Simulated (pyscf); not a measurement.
# H₂Al–PH₂ (SMILES [AlH2][PH2]), singlet

Gas-phase minimum from PySCF at ωB97X-D3(BJ)/def2-SVP, one conformer. 

```
Al
H 1 1.5860
H 1 1.5860 2 121.20
P 1 2.3119 2 119.27 3 175.68
H 4 1.4240 1 95.47 2 140.45
H 4 1.4240 5 95.99 1 96.00
```

Properties at ωB97X-D3(BJ)/def2-SVP:

```yaml
harmonic_wavenumbers_unscaled: 200, 376, 424, 444, 631, 677, 792, 1106, 1956, 1963, 2448, 2461 cm⁻¹
zero_point_energy: 19.3 kcal/mol
rotational_symmetry_number: 1
Entropy of this conformer at 298 K and 1 atm, rigid rotor and harmonic oscillator, modes under 100 cm⁻¹ raised to 100: 279.5 J/(mol K)
dipole_moment: 0.95 D
```

Single-point totals, which compare only within one level (frozen core for MP2 and CC):

```csv
level,total energy (hartree)
ωB97X-D3(BJ)/def2-TZVP,-586.24102
PBE/def2-TZVP,-585.88225
r²SCAN/def2-TZVP,-586.13084
B3LYP-D3(BJ)/def2-TZVP,-586.24500
PBE0-D3(BJ)/def2-TZVP,-585.94288
M06-2X/def2-TZVP,-586.13664
ωB97M-D3(BJ)/def2-TZVP,-586.27175
HF/def2-TZVPP,-584.99446
MP2/def2-TZVPP,-585.23828
CCSD/def2-TZVPP,-585.27858
CCSD(T)/def2-TZVPP,-585.28889
```

Soft torsions are taken as harmonic, which can shift the entropy by several J/(mol K). The CCSD(T) − MP2 part came from Ansatz, without density fitting, on the same reference.
